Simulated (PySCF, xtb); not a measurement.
C2H8O2Si2, SMILES [Si@@H]1(O)OC[SiH2]C1.

xtb with GFN2-xTB at its own geometry gives an orbital gap of 5.23 eV and a dipole moment of 1.84 D.

Geometry: PBE-D3(BJ)/def2-SVP. The structure was generated by enumeration; whether it is a known compound was not checked. The values are those of a single conformer.

**Question.** What does PBE0/def2-TZVP (PySCF) give? (An estimate is asked for; the answer gives what the named calculation found.)

**Answer.** gap 8.12 eV (levels -7.79 and 0.34 eV), dipole 2.08 D.
